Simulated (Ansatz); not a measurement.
Steps of a relaxation of C4H13ClO5W, SMILES `C[O][W]([OH])([Cl])([O]C)([O]C)[O]C` with RKS PBE0-D4/def2-TZVP.

```sh
$ ansatz run in.yaml --threads 11 --pin off --events-out ev --progress --plain --max-ram 120832MiB --backend cuda --devices 0, --max-vram 75GiB
```

```yaml
crystal:
  periodic: [false, false, false]
  atoms:
    - {symbol: C, position_ang: [1.014310, -2.241630, 0.144430]}
    - {symbol: O, position_ang: [-0.244330, -1.659540, -0.023880]}
    - {symbol: W, position_ang: [-0.433640, 0.202540, 0.066110]}
    - {symbol: O, position_ang: [-1.671000, 0.213780, -1.320240]}
    - {symbol: Cl, position_ang: [-0.723520, 2.554380, 0.118370]}
    - {symbol: O, position_ang: [-1.791140, 0.078790, 1.318100]}
    - {symbol: C, position_ang: [-2.807050, -0.871910, 1.217600]}
    - {symbol: O, position_ang: [0.778750, 0.397070, 1.425370]}
    - {symbol: C, position_ang: [1.909970, 1.211400, 1.550370]}
    - {symbol: O, position_ang: [0.943250, 0.477220, -1.145300]}
    - {symbol: C, position_ang: [0.985980, 1.207980, -2.340350]}
    - {symbol: H, position_ang: [1.392290, -2.022450, 1.161530]}
    - {symbol: H, position_ang: [1.719160, -1.830650, -0.605350]}
    - {symbol: H, position_ang: [0.948170, -3.332850, 0.014090]}
    - {symbol: H, position_ang: [-2.392560, 0.492140, -1.895180]}
    - {symbol: H, position_ang: [-3.476720, -0.613850, 0.375770]}
    - {symbol: H, position_ang: [-3.400390, -0.900750, 2.142790]}
    - {symbol: H, position_ang: [-2.359170, -1.868660, 1.035990]}
    - {symbol: H, position_ang: [1.597410, 2.244280, 1.776520]}
    - {symbol: H, position_ang: [2.470320, 1.199990, 0.596160]}
    - {symbol: H, position_ang: [2.558110, 0.849600, 2.360440]}
    - {symbol: H, position_ang: [0.829130, 2.277810, -2.119370]}
    - {symbol: H, position_ang: [1.960440, 1.081060, -2.831730]}
    - {symbol: H, position_ang: [0.192230, 0.854260, -3.022220]}
basis:
  gaussian: {orbitals: def2-TZVP}
hamiltonian: {xc: pbe0, dispersion: d4}
relax: {f_tol: 0.005, max_steps: 150}
```

Positions (Å) and forces (eV/Å) along the path, 7 of 40 steps:

```xyz
24
step=1 energy=-28934.9107 eV
C     1.014   -2.242    0.144    0.551   -0.538    0.073
O    -0.244   -1.660   -0.024    0.273   -0.374    0.102
W    -0.434    0.203    0.066   -1.100    0.579   -0.097
O    -1.671    0.214   -1.320   -0.898   -0.336   -0.994
Cl   -0.724    2.554    0.118    0.116    0.724    0.075
O    -1.791    0.079    1.318   -1.028   -0.651    0.641
C    -2.807   -0.872    1.218   -0.563   -0.286    0.132
O     0.779    0.397    1.425    1.199    0.373    0.731
C     1.910    1.211    1.550    0.389    0.147    0.007
O     0.943    0.477   -1.145    0.918    0.518   -1.322
C     0.986    1.208   -2.340    0.192   -0.034   -0.242
H     1.392   -2.022    1.162   -0.011   -0.104   -0.376
H     1.719   -1.831   -0.605   -0.179   -0.174    0.311
H     0.948   -3.333    0.014   -0.060    0.278    0.014
H    -2.393    0.492   -1.895    0.520    0.078    0.450
H    -3.477   -0.614    0.376    0.167   -0.170    0.226
H    -3.400   -0.901    2.143    0.155    0.080   -0.160
H    -2.359   -1.869    1.036   -0.305    0.293    0.030
H     1.597    2.244    1.777    0.028   -0.282   -0.111
H     2.470    1.200    0.596   -0.155    0.074    0.345
H     2.558    0.850    2.360   -0.218   -0.025   -0.130
H     0.829    2.278   -2.119   -0.024   -0.292   -0.049
H     1.960    1.081   -2.832   -0.149   -0.031    0.138
H     0.192    0.854   -3.022    0.182    0.153    0.207
24
step=3 energy=-28935.2733 eV
C     1.112   -2.291    0.115   -0.120   -0.005   -0.067
O    -0.122   -1.628    0.011    0.165    0.271    0.089
W    -0.445    0.238    0.085   -0.156   -0.103    0.295
O    -1.690    0.228   -1.318   -0.084   -0.342   -0.145
Cl   -0.737    2.634    0.174    0.091   -0.210    0.053
O    -1.854   -0.044    1.318    0.186   -0.276   -0.430
C    -2.954   -0.910    1.249    0.074    0.130    0.073
O     0.841    0.446    1.424   -0.024    0.140   -0.173
C     1.957    1.267    1.606   -0.090    0.005    0.032
O     0.930    0.531   -1.195   -0.088    0.097   -0.013
C     0.997    1.193   -2.423   -0.058   -0.082    0.185
H     1.558   -2.109    1.100   -0.044    0.008   -0.030
H     1.803   -1.927   -0.654   -0.041    0.003    0.006
H     0.954   -3.365   -0.020   -0.013    0.054    0.014
H    -2.370    0.592   -1.881    0.155    0.210    0.162
H    -3.611   -0.628    0.418    0.020    0.020    0.001
H    -3.518   -0.860    2.185    0.030    0.015   -0.033
H    -2.608   -1.939    1.082   -0.013    0.076    0.034
H     1.620    2.282    1.839    0.029    0.001   -0.001
H     2.549    1.293    0.684   -0.007   -0.009    0.028
H     2.560    0.879    2.430   -0.015    0.008   -0.015
H     0.847    2.266   -2.256    0.016    0.000   -0.044
H     1.974    1.024   -2.883   -0.019   -0.010    0.003
H     0.208    0.829   -3.091    0.006   -0.001   -0.023
24
step=13 energy=-28935.5919 eV
C     1.440   -2.484   -0.408    0.086   -0.038   -0.015
O     0.283   -1.851    0.060   -0.002   -0.031   -0.014
W    -0.302   -0.086    0.177   -0.026    0.032    0.051
O    -1.553   -0.178   -1.271    0.021    0.034   -0.039
Cl   -1.036    2.250    0.223    0.009    0.016   -0.024
O    -1.707   -0.510    1.314   -0.200   -0.048    0.127
C    -3.100   -0.536    1.365   -0.081   -0.009    0.134
O     0.871    0.447    1.520   -0.035   -0.025   -0.027
C     1.699    1.518    1.848    0.004    0.022    0.001
O     0.987    0.451   -1.100   -0.013   -0.012    0.001
C     0.956    1.021   -2.368   -0.007    0.026   -0.019
H     2.161   -2.579    0.416   -0.089   -0.001   -0.117
H     1.895   -1.893   -1.215   -0.045   -0.082    0.092
H     1.180   -3.484   -0.775    0.034    0.152    0.048
H    -1.962    0.627   -1.600    0.036   -0.041    0.026
H    -3.503   -0.453    0.346    0.021   -0.014    0.099
H    -3.474    0.302    1.979    0.175   -0.251   -0.204
H    -3.434   -1.489    1.812    0.133    0.299   -0.122
H     1.097    2.418    2.004   -0.003   -0.021    0.000
H     2.404    1.702    1.031    0.000   -0.004    0.001
H     2.248    1.277    2.761   -0.008   -0.001   -0.011
H     0.747    2.093   -2.284   -0.006   -0.013   -0.001
H     1.925    0.883   -2.856   -0.005    0.007    0.011
H     0.176    0.553   -2.980    0.001    0.001    0.001
24
step=18 energy=-28935.6123 eV
C     1.462   -2.520   -0.444   -0.008    0.002   -0.010
O     0.325   -1.883    0.064    0.019   -0.011    0.021
W    -0.285   -0.131    0.190    0.019    0.018    0.017
O    -1.511   -0.263   -1.273    0.039   -0.145    0.010
Cl   -1.077    2.188    0.221    0.002   -0.001    0.003
O    -1.694   -0.556    1.325    0.003    0.005    0.002
C    -3.081   -0.465    1.354   -0.012   -0.004    0.001
O     0.870    0.424    1.537   -0.007   -0.002   -0.023
C     1.682    1.511    1.856   -0.003   -0.003    0.003
O     0.998    0.454   -1.077   -0.049    0.001   -0.002
C     0.922    1.059   -2.328    0.024   -0.002    0.000
H     2.159   -2.725    0.374    0.004   -0.001    0.001
H     1.954   -1.882   -1.186    0.001    0.002    0.005
H     1.166   -3.464   -0.906    0.001   -0.004   -0.005
H    -1.944    0.513   -1.627   -0.041    0.128   -0.023
H    -3.482   -0.624    0.347   -0.003   -0.002    0.008
H    -3.376    0.528    1.708    0.010    0.009   -0.009
H    -3.478   -1.224    2.032   -0.003    0.000    0.001
H     1.063    2.393    2.041   -0.007   -0.003   -0.005
H     2.361    1.720    1.023    0.000    0.000    0.003
H     2.260    1.271    2.752    0.004   -0.001   -0.002
H     0.570    2.091   -2.215    0.004    0.008   -0.001
H     1.912    1.066   -2.791    0.000    0.007    0.001
H     0.225    0.516   -2.976    0.000   -0.002    0.002
24
step=20 energy=-28935.6144 eV
C     1.470   -2.528   -0.448    0.002    0.000   -0.004
O     0.336   -1.895    0.069   -0.004   -0.003    0.000
W    -0.287   -0.147    0.188    0.014    0.014   -0.009
O    -1.509   -0.287   -1.278    0.000   -0.047   -0.006
Cl   -1.090    2.169    0.217   -0.008    0.004    0.001
O    -1.696   -0.568    1.324    0.035   -0.006   -0.001
C    -3.080   -0.450    1.359   -0.023    0.003   -0.008
O     0.867    0.417    1.533    0.004    0.004    0.006
C     1.673    1.508    1.850   -0.004   -0.002    0.008
O     0.992    0.450   -1.078   -0.014   -0.003    0.003
C     0.924    1.073   -2.320    0.005   -0.011    0.007
H     2.170   -2.739    0.366    0.000   -0.002   -0.002
H     1.960   -1.884   -1.186    0.001   -0.001    0.003
H     1.173   -3.469   -0.916    0.001    0.002   -0.002
H    -1.943    0.495   -1.626   -0.004    0.035    0.002
H    -3.491   -0.634    0.360   -0.004   -0.003    0.018
H    -3.352    0.560    1.680   -0.001   -0.001   -0.004
H    -3.486   -1.179    2.065   -0.001    0.009   -0.006
H     1.048    2.386    2.035    0.000    0.000   -0.002
H     2.348    1.722    1.015   -0.002   -0.001   -0.001
H     2.254    1.272    2.744    0.002    0.001   -0.001
H     0.576    2.105   -2.194    0.000    0.007    0.003
H     1.916    1.083   -2.779    0.002    0.001    0.003
H     0.227    0.541   -2.978   -0.003   -0.002   -0.008
24
step=22 energy=-28935.6155 eV
C     1.475   -2.539   -0.462    0.005   -0.002   -0.004
O     0.346   -1.906    0.068   -0.001    0.000    0.001
W    -0.285   -0.162    0.186    0.016    0.023   -0.001
O    -1.502   -0.312   -1.286   -0.010    0.009    0.000
Cl   -1.107    2.150    0.210   -0.013   -0.001    0.000
O    -1.693   -0.583    1.323   -0.012    0.002   -0.005
C    -3.076   -0.435    1.368   -0.017    0.004    0.009
O     0.860    0.413    1.534    0.001   -0.005    0.001
C     1.658    1.511    1.847    0.000   -0.001   -0.001
O     0.991    0.448   -1.074    0.010   -0.010   -0.003
C     0.930    1.085   -2.310   -0.003   -0.005    0.003
H     2.169   -2.779    0.349   -0.004    0.000   -0.003
H     1.974   -1.883   -1.181    0.000   -0.002    0.001
H     1.169   -3.465   -0.954    0.000    0.004    0.000
H    -1.941    0.473   -1.623    0.008   -0.011    0.008
H    -3.505   -0.676    0.388    0.005    0.003    0.017
H    -3.323    0.601    1.625    0.004   -0.027   -0.008
H    -3.487   -1.108    2.125    0.014    0.018   -0.018
H     1.026    2.384    2.033    0.001    0.000    0.000
H     2.329    1.730    1.010   -0.001    0.000    0.000
H     2.245    1.281    2.740   -0.002    0.000    0.000
H     0.576    2.113   -2.176    0.000   -0.003    0.001
H     1.927    1.105   -2.759    0.000    0.000    0.001
H     0.243    0.556   -2.981    0.001    0.002    0.002
24
step=40 energy=-28935.6168 eV
C     1.406   -2.569   -0.551    0.000   -0.002   -0.001
O     0.400   -1.884    0.139    0.000    0.000   -0.001
W    -0.249   -0.146    0.226    0.003    0.004   -0.001
O    -1.442   -0.372   -1.259   -0.001   -0.001    0.002
Cl   -1.126    2.143    0.155   -0.004   -0.002    0.002
O    -1.660   -0.558    1.362    0.002    0.002   -0.001
C    -3.047   -0.454    1.389   -0.001   -0.001    0.000
O     0.857    0.494    1.575    0.000   -0.002    0.000
C     1.624    1.616    1.881    0.000    0.000    0.000
O     1.033    0.451   -1.034    0.004   -0.002   -0.002
C     0.977    1.049   -2.289   -0.001   -0.002    0.002
H     2.060   -3.066    0.170   -0.001    0.000    0.000
H     1.992   -1.871   -1.157    0.000    0.001    0.000
H     0.950   -3.322   -1.198    0.000    0.001    0.001
H    -1.903    0.394   -1.609    0.000    0.001   -0.001
H    -3.460   -0.766    0.423    0.000   -0.001   -0.002
H    -3.331    0.585    1.583   -0.001    0.003    0.001
H    -3.441   -1.095    2.181   -0.001   -0.001    0.002
H     0.970    2.480    2.032    0.000    0.000    0.000
H     2.309    1.830    1.054    0.000    0.000    0.000
H     2.195    1.420    2.791    0.000    0.000    0.000
H     0.605    2.076   -2.189    0.000    0.001    0.000
H     1.978    1.072   -2.728    0.000    0.001    0.000
H     0.304    0.491   -2.950    0.000    0.000    0.000
```

Hardware: 11 threads of an AMD EPYC 7R13 on a shared host and a whole NVIDIA H100 80 GB. Wall time 61 s, peak host memory 1.2 GiB.
